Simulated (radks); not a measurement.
Task: Valence configurations of Ca II (all share [Ar]). All-electron calculation, non-relativistic Kohn-Sham, r2SCAN, spin-polarised, spherical densities, point nucleus; open shells are filled with parallel spins first; meta-GGA in the generalised Kohn-Sham scheme. Program: a radial shooting solver on a logarithmic mesh with Libxc functionals. Order these by energy: 4s1; 3d1; 3d0.5 4s0.5; 4p1; 3d0.5 4p0.5.

Result: From the lowest, in eV above it: 4s1 0.000; 3d0.5 4s0.5 0.721; 3d1 1.549; 3d0.5 4p0.5 2.135; 4p1 3.098. NIST lists [Ar] 4s1 as the ground configuration; this level of theory agrees among the configurations tried. The energies are those of spherical high-spin densities, not of single terms.
